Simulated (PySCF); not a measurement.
**Where the electron goes**

Species: BeMe2, C2H6Be.
Geometry (PBE0-D3(BJ)/def2-SVP, Å), atoms numbered from 1 in this order:
```xyz
9
C2H6Be angstrom
Be     0.0038    0.0084    0.0001
C     -0.0045   -0.0121    1.6795
H     -0.4434    0.9059    2.1100
H      1.0116   -0.1043    2.1035
H     -0.5903   -0.8588    2.0809
C      0.0059    0.0152   -1.6795
H     -1.0168    0.0160   -2.0978
H      0.5160   -0.8708   -2.0988
H      0.5177    0.9004   -2.0978
```

Computed with TDDFT wB97X-D/def2-SVPD, vertical, gas phase, core orbitals frozen in the response (PySCF 2.14.0, density-fitted response routines).

Kohn–Sham orbitals with the atoms that hold most of them (Löwdin shares over 4%, at most four atoms; ? is withheld):

```json
{"orbital": "LUMO+2", "ε (eV)": "1.94", "atoms": "Be1 85%"}
{"orbital": "LUMO+1", "ε (eV)": "1.66", "atoms": "Be1 86%, C6 4%, C2 4%"}
{"orbital": "LUMO", "ε (eV)": "1.66", "atoms": "Be1 86%, C2 4%, C6 4%"}
{"orbital": "HOMO", "ε (eV)": "-10.09", "atoms": "?"}
{"orbital": "HOMO-1", "ε (eV)": "-10.81", "atoms": "?"}
{"orbital": "HOMO-2", "ε (eV)": "-12.46", "atoms": "C2 26%, C6 26%, H7 13%, H4 12%"}
{"orbital": "HOMO-3", "ε (eV)": "-12.46", "atoms": "C6 26%, C2 26%, H3 13%, H8 12%"}
```

(1) Give the leading atoms of the HOMO.

(2) Give the leading atoms of the HOMO-1.

Answers

(1) C2 (bonded to Be and 3 H) 28%; C6 (bonded to Be and 3 H) 28%; Be1 (bonded to 2 C) 24%. By element: carbon 57%, beryllium 24%.

(2) C6 (bonded to Be and 3 H) 30%; C2 (bonded to Be and 3 H) 30%; Be1 (bonded to 2 C) 14%; H5 (bonded to C) 4%. By element: carbon 61%, beryllium 14%, hydrogen 4% or more.

Within 0.005 eV of a neighbour in this list lie HOMO-3/HOMO-2 and LUMO/LUMO+1.

Task: The HOMO–LUMO gap is 11.75 eV. Where does the response calculation put the lowest singlet, and from which orbitals?

Result: S1 is at 7.04 eV (f = 0.0001), 4.71 eV below the gap, made of HOMO→LUMO/LUMO+1 (≥62%), HOMO→LUMO+4 (33%). S1/S2 lie within about 0.01 eV of each other. 

Next come S2 at 7.05 eV (f 0.0000), HOMO→LUMO/LUMO+1 (≥62%), HOMO→LUMO+5 (33%); S3 at 7.75 eV (f 0.227), HOMO→LUMO+3 (89%), HOMO-1→LUMO+2 (8%); S4 at 8.08 eV (f 0.0005), HOMO-1→LUMO+3 (55%), HOMO→LUMO+2 (41%); S5 at 8.22 eV (f 0.099), HOMO-1→LUMO/LUMO+1 (≥76%), HOMO-1→LUMO+4 (19%).

Orbitals of the list HOMO-3 to LUMO+2 that lie within 0.01 eV of each other are written together with a slash and their weights summed (≥ marks a lower bound); for degenerate orbitals outside that list single weights are arbitrary.
